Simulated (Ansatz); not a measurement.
`O[SiH2][SiH]([SiH3])S` + `O[SiH2][SiH2]Cl` → `O[SiH2][SiH2][SiH2]Cl` + `O[SiH]([SiH3])S`  (redistribution)

Gas-phase electronic energies from Ansatz, PBE0-D4/def2-TZVP geometries. CCSD(T)/CBS is the MP2 limit (def2-TZVPP, def2-QZVPP) plus CCSD(T) − MP2 in def2-TZVPP, frozen cores. DFT in def2-TZVPP. B3LYP here is the variant with VWN-RPA as its local correlation; programs differ in this. One conformer a species, not always the lowest.

```csv
level,ΔE (kJ/mol)
ωB97X-V,-9.4
B3LYP,-13.2
HF/CBS(def2),-11.7
CCSD/CBS(def2),-9.8
```

**Question.** What does CCSD(T)/CBS give? (Best estimate.)

**Answer.** Ansatz gave: -9.6 kJ/mol. The listed levels differ from it by 0.2, -3.6, -2.1, -0.2 kJ/mol.

Largest T1 diagnostic among the species: 0.013.

The D4 term adds +5.2 kJ/mol with B3LYP and +2.9 kJ/mol with PBE0; it sums over pairs of atoms, weighted by their polarisabilities, and B3LYP, whose exchange is more repulsive, gets the larger term.
